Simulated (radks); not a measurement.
Results of a calculation; reference values are marked as such.
The ytterbium ion Yb7+, 63 electrons, occupied as [Kr] 4d10 4f12 5s2 5p3 (the NIST ground configuration). Level of theory: Dirac Kohn-Sham, PBE, spin-unpolarised, spherical densities, finite nucleus; open shells fill j = l - 1/2 first; Fermi nuclear charge, rms radius 5.3108 fm (a radial shooting solver on a logarithmic mesh with Libxc functionals).

Normalised radial functions P(r) = r R(r) (large component), r in bohr:

r          4f5/2
0.001637  0.0000
0.002148  0.0000
0.00282   0.0000
0.003731  0.0000
0.004897  0.0000
0.006428  0.0000
0.008505  0.0000
0.01116   0.0001
0.01465   0.0003
0.01923   0.0007
0.02545   0.0018
0.0334    0.0047
0.04384   0.0115
0.05801   0.0278
0.07614   0.0624
0.09995   0.1309
0.1312    0.2540
0.1736    0.4551
0.2278    0.7157
0.2991    0.9898
0.3957    1.1914
0.5194    1.2218
0.6817    1.0767
0.8948    0.8187
1.184     0.5219
1.554     0.2728
2.04      0.1074
2.699     0.0273
3.543     0.0041

4f5/2: eigenvalue -112.18 eV, 0 radial nodes, <r> = 0.668 bohr, 90 % of the charge inside 1.11 bohr.
